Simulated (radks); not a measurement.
Task: Neutral molybdenum: order these configurations by energy. Method: non-relativistic Kohn-Sham, PBE, spin-polarised, spherical densities, point nucleus; computed with a radial shooting solver on a logarithmic mesh with Libxc functionals. Open shells are filled with parallel spins first. [Kr] 4d4 5s2; [Kr] 4d5 5p1; [Kr] 4d5 5s1; [Kr] 4d6.

Result: From the lowest, in eV above it: [Kr] 4d5 5s1 0.000; [Kr] 4d6 2.681; [Kr] 4d4 5s2 2.804; [Kr] 4d5 5p1 3.084.
